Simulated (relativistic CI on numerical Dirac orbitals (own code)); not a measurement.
# Pt⁵⁹⁺: sensitivity of the levels to the model

Base calculation: Dirac-Coulomb-Breit CI, separate exchange-only KLI orbitals for each configuration, model QED, unscaled Slater integrals.

CI space (outside the closed core [Ne]): 3s²3p⁶3d, 3s²3p⁵3d², 3s3p⁶3d², 3s²3p⁶4s, 3s²3p⁶4p, 3s²3p⁶4d, 3s²3p⁵3d4s, 3s²3p⁶4f, 3s²3p⁵3d4p, 3s²3p⁵3d4d, 3s3p⁶3d4s, 3s²3p⁵3d4f, 3p⁶3d²4p, 3s3p⁶3d4p, 3s3p⁶3d4d, 3s²3p⁶5s, 3s²3p⁶5p, 3s3p⁶3d4f, 3s²3p⁶5d, 3s²3p⁶5f, 3s²3p⁶5g, 3p⁶3d³, 3p⁵3d⁴, 3p⁵3d³4s, 3p⁶3d²4s, 3p⁵3d²4s², 3p⁶3d²4d, 3p⁵3d³4d, 3p⁵3d²4s4d. Double excitations out of closed p, d and f shells are left out; levels of such configurations are missing from the list, as are those of other unlisted configurations, and high levels can miss mixing partners. These lack a partner that the ground configuration has and come out too high: 3s²3p⁵3d4p, 3s²3p⁵3d4f.

Variants: (1) P86 correlation estimate; (2) configuration mixing switched off; (3) QED terms removed. Shifts of the energy above 3s²3p⁶3d ²D3/2, in eV, for the lowest level and the first level of each name with at least 55 % of one term (blank where a level changes its place among those of its configuration and J or its character, or is not in the variant):

| Level | Base | Δ(1) | Δ(2) | Δ(3) |
| --- | --- | --- | --- | --- |
| 3s²3p⁶3d ²D3/2 | 0.00 | 0.00 | 0.00 | 0.00 |
| 3s²3p⁶3d ²D5/2 | 99.07 | 0.00 | +0.03 | -0.25 |
| 3s²3p⁵3d² ⁴D°1/2 | 274.44 | +0.50 | -1.04 | +1.03 |
| 3s²3p⁵3d² ⁴G°9/2 | 368.95 | +0.50 | -0.88 | +0.80 |
| 3s²3p⁵3d² ²H°11/2 | 380.71 | +0.50 | -0.84 | +0.80 |
| 3s²3p⁵3d² ²G°9/2 | 399.86 | +0.50 | -0.99 | +0.79 |
| 3s²3p⁵3d² ²F°5/2 | 428.06 | +0.50 | -0.66 | +0.80 |
| 3s²3p⁵3d² ²P°1/2 | 435.16 | +0.50 | -0.95 | +0.81 |
| 3s²3p⁵3d² ⁴G°11/2 | 467.96 | +0.50 | -0.84 | +0.56 |
| 3s3p⁶3d² ⁴F3/2 | 958.06 | +0.72 | -0.68 | +6.08 |
| 3s3p⁶3d² ⁴P1/2 | 990.45 | +0.72 | -0.59 | +6.08 |
| 3s3p⁶3d² ⁴F7/2 | 1053.86 | +0.72 | -0.69 | +5.83 |
| 3s3p⁶3d² ⁴P3/2 | 1065.77 | +0.72 | -0.66 | +5.84 |
| 3s3p⁶3d² ²G9/2 | 1071.60 | +0.72 | -0.67 | +5.83 |
| 3s3p⁶3d² ²F5/2 | 1075.28 | +0.72 | -0.78 | +5.85 |
| 3s3p⁶3d² ²G7/2 | 1081.46 | +0.72 | -0.70 | +5.85 |
| 3s3p⁶3d² ²P1/2 | 1089.97 | +0.72 | -0.28 | +5.86 |
| 3s3p⁶3d² ⁴F9/2 | 1155.65 | +0.72 | -0.67 | +5.60 |

At this charge energies of transitions that change n are usually good to better than 1 %, and those within a shell (Δn = 0) to a few per cent.

Ionisation energy from the two ground configurations alone: base 6106.07 eV; P86 correlation estimate 6107.88 eV. The NIST ASD value (theoretical) is 6106 eV.

LS names give the leading component of a level, which can be under half, so a name can repeat, a term be missing and a line seem to break the LS rules.
